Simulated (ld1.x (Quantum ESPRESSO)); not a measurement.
# Reading a pseudo-wave (Pm)

Columns: radius, all-electron u(r) and pseudo u(r) of the 4f shell (level -4.86 eV) of promethium in the configuration [Kr] 4d10 5s2 4f4.5 5p6 5d0.5 6s2 6p0; LDA (PZ), scalar-relativistic, TM semilocal scheme, ld1.x (Quantum ESPRESSO) 7.5.

```tsv
r (bohr)	all-electron	pseudo
0.188	0.2656	0.0582
0.375	0.7770	0.5261
0.562	0.9907	1.0561
0.750	0.9769	1.0826
0.938	0.8742	0.8976
1.125	0.7522	0.7525
1.312	0.6361	0.6361
1.500	0.5337	0.5337
1.688	0.4470	0.4470
1.875	0.3750	0.3750
2.062	0.3154	0.3154
2.250	0.2658	0.2658
2.438	0.2249	0.2249
2.625	0.1911	0.1911
2.812	0.1630	0.1630
3.000	0.1395	0.1395
3.188	0.1198	0.1198
3.375	0.1033	0.1033
3.562	0.0893	0.0893
3.750	0.0774	0.0774
3.938	0.0672	0.0672
4.125	0.0586	0.0586
4.312	0.0511	0.0511
4.500	0.0446	0.0446
4.688	0.0391	0.0391
4.875	0.0342	0.0342
```

(1) How many radial nodes do the two functions have?

(2) At about which radius was the pseudo-wave matched?

(3) Is the pseudo-wave norm-conserving?

Answers

(1) The all-electron 4f function has n − l − 1 = 0; the pseudo-wave has 0.

(2) 1.25 bohr, where the columns begin to agree (steps of 0.19 bohr).

(3) Yes: the TM semilocal scheme keeps the norm inside the radius equal to the all-electron one, which fixes the energy derivative of the logarithmic derivative at the level.
